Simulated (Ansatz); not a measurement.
Geometry optimisation, RKS PBE-D4/6-31G* in Ansatz.

Input:

```yaml
crystal:
  periodic: [false, false, false]
  atoms:
    - { symbol: Al, position_ang: [-0.743257, -0.199619, -0.065978] }
    - { symbol: H, position_ang: [1.419215, -1.834732, -0.850651] }
    - { symbol: "N", position_ang: [-1.86488, -0.759373, -1.334892] }
    - { symbol: "N", position_ang: [-0.926026, -0.680294, 1.643245] }
    - { symbol: H, position_ang: [1.419263, -1.140583, -0.922193] }
    - { symbol: O, position_ang: [0.541996, 0.939395, -0.655672] }
    - { symbol: C, position_ang: [1.443167, 1.654998, 0.159068] }
    - { symbol: H, position_ang: [-1.905625, -0.334206, -2.258283] }
    - { symbol: H, position_ang: [-2.640505, -1.403695, -1.201484] }
    - { symbol: H, position_ang: [-1.650386, -1.315119, 1.975813] }
    - { symbol: H, position_ang: [-0.226873, -0.529981, 2.367518] }
    - { symbol: H, position_ang: [2.440403, 1.688317, -0.323769] }
    - { symbol: H, position_ang: [1.110727, 2.703235, 0.299022] }
    - { symbol: H, position_ang: [1.582581, 1.211758, 1.168356] }
basis:
  gaussian: { orbitals: "6-31G*" }
hamiltonian:
  xc: pbe
  dispersion: d4
relax:
  f_tol: 0.03
  max_steps: 50
```

Run as:

```bash
$ ansatz run input.yaml --threads 2 --pin off --max-ram 3072MiB --backend cpu --events-out ev --progress --plain --runs-dir out
```

Q: Where does it end, and by what steps?

A: It converged. After 21 steps the energy has fallen by 0.199 eV; H2 moved furthest, 1.04 Å.

```
step  energy less start (eV)  largest force component (eV/Å)  accepted
   0                  0.0000                           2.437       yes
   1                 -0.1372                           0.701       yes
   2                 -0.1716                           0.365       yes
   3                 -0.1718                           0.416       yes
   4                 -0.1830                           0.091       yes
   5                 -0.1850                           0.044       yes
   6                 -0.1865                           0.067       yes
   7                 -0.1847                           0.363        no
   8                 -0.1881                           0.060       yes
   9                 -0.1887                           0.130       yes
  10                 -0.1895                           0.087       yes
  11                 -0.1904                           0.094       yes
  12                 -0.1910                           0.102       yes
  13                 -0.1917                           0.108       yes
  14                 -0.1924                           0.132       yes
  15                 -0.1933                           0.128       yes
  16                 -0.1944                           0.143       yes
  17                 -0.1953                           0.156       yes
  18                 -0.1964                           0.133       yes
  19                 -0.1979                           0.068       yes
  20                 -0.1988                           0.040       yes
  21                 -0.1993                           0.029       yes
```

```xyz
14
Properties=species:S:1:pos:R:3
Al -0.881 -0.177 -0.033
H 2.351 -1.576 -1.232
N -2.116 -0.635 -1.236
N -0.994 -0.653 1.687
H 1.836 -1.031 -1.158
O 0.426 0.808 -0.590
C 1.377 1.502 0.193
H -2.122 -0.281 -2.191
H -2.796 -1.384 -1.126
H -1.802 -1.105 2.112
H -0.235 -0.577 2.363
H 2.372 1.019 0.113
H 1.476 2.543 -0.172
H 1.108 1.549 1.270
```

Time of the run: 62 s on 2 threads of Arm Neoverse V1, on a shared host, peak memory 0.15 GiB.
